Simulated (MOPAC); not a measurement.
MOPAC input (AM1):

```
AM1 1SCF GEO-OK AUX(PRECISION=9) THREADS=1
CH3BI2O

C    -3.01134000 1   -0.36314900 1   -0.18806000 1
O    -1.91370000 1    0.46661400 1    0.21245500 1
B    -0.62523400 1    0.18616700 1    0.08546200 1
I     0.78760700 1    1.64465400 1    0.78684600 1
I     0.08729800 1   -1.65980900 1   -0.78964500 1
H    -3.91894800 1    0.17810800 1    0.06500300 1
H    -2.97767400 1   -1.31216000 1    0.34548900 1
H    -2.96956800 1   -0.54757300 1   -1.26075400 1
```

From the output:

```
                                                       MOPAC v23.2.5 Linux

          FINAL HEAT OF FORMATION =        -45.64790 KCAL/MOL =    -190.99082 KJ/MOL

          COSMO AREA              =        152.28 SQUARE ANGSTROMS
          COSMO VOLUME            =        147.72 CUBIC ANGSTROMS

          IONIZATION POTENTIAL    =         10.321878 EV
          HOMO LUMO ENERGIES (EV) =        -10.322 -1.385
          NO. OF FILLED LEVELS    =         15
          MOLECULAR WEIGHT        =        295.6531         POINT GROUP:  Cs

          MOLECULAR DIMENSIONS (Angstroms)

            Atom       Atom       Distance
            H     6    I     4     4.98232
            I     5    H     6     3.22891
            H     8    H     7     1.77895

          SCF CALCULATIONS        =          1

   ATOM   CHEMICAL          X               Y               Z
  NUMBER   SYMBOL      (ANGSTROMS)     (ANGSTROMS)     (ANGSTROMS)

     1       C         -3.01134000  *  -0.36314900  *  -0.18806000  *
     2       O         -1.91370000  *   0.46661400  *   0.21245500  *
     3       B         -0.62523400  *   0.18616700  *   0.08546200  *
     4       I          0.78760700  *   1.64465400  *   0.78684600  *
     5       I          0.08729800  *  -1.65980900  *  -0.78964500  *
     6       H         -3.91894800  *   0.17810800  *   0.06500300  *
     7       H         -2.97767400  *  -1.31216000  *   0.34548900  *
     8       H         -2.96956800  *  -0.54757300  *  -1.26075400  *

                             CARTESIAN COORDINATES

   1    C       -3.011340000    -0.363149000    -0.188060000
   2    O       -1.913700000     0.466614000     0.212455000
   3    B       -0.625234000     0.186167000     0.085462000
   4    I        0.787607000     1.644654000     0.786846000
   5    I        0.087298000    -1.659809000    -0.789645000
   6    H       -3.918948000     0.178108000     0.065003000
   7    H       -2.977674000    -1.312160000     0.345489000
   8    H       -2.969568000    -0.547573000    -1.260754000

           Empirical Formula: C H3 O B I2  =     8 atoms

      MOLECULAR POINT GROUP   :   Cs

                  EIGENVALUES
 -39.92443 -31.51869 -29.79548 -28.76665 -21.29345 -17.35239 -17.05490 -15.91940
 -13.39743 -13.10123 -11.24410 -10.97549 -10.88598 -10.63698 -10.32188  -1.38463
   0.79548   0.99527   2.67597   3.52663   3.56375   3.89408   6.06537

              NET ATOMIC CHARGES AND DIPOLE CONTRIBUTIONS

  ATOM NO.   TYPE          CHARGE      No. of ELECS.   s-Pop       p-Pop
    1          C          -0.046783        4.0468     1.23434     2.81245
    2          O          -0.238482        6.2385     1.82773     4.41075
    3          B           0.014018        2.9860     1.30555     1.68043
    4          I           0.037463        6.9625     1.97504     4.98749
    5          I          -0.053191        7.0532     1.97632     5.07687
    6          H           0.113775        0.8862     0.88623
    7          H           0.086600        0.9134     0.91340
    8          H           0.086600        0.9134     0.91340
 DIPOLE           X         Y         Z       TOTAL
 POINT-CHG.    -1.669    -0.397    -0.197     1.727
 HYBRID        -1.232    -0.103    -0.055     1.237
 SUM           -2.901    -0.499    -0.252     2.955

          ATOMIC ORBITAL ELECTRON POPULATIONS

     Atom    s        px        py        pz
    1  C   1.23434   0.85847   0.94605   1.00793
    2  O   1.82773   1.21877   1.51209   1.67990
    3  B   1.30555   0.67927   0.60941   0.39175
    4  I   1.97504   1.53529   1.57620   1.87600
    5  I   1.97632   1.90037   1.34943   1.82707
    6  H   0.88623
    7  H   0.91340
    8  H   0.91340

 **********************
 *                    *
 * JOB ENDED NORMALLY *
 *                    *
 **********************

 == MOPAC DONE ==
```

The geometry given is a B3LYP-D3(BJ)/def2-TZVP minimum.
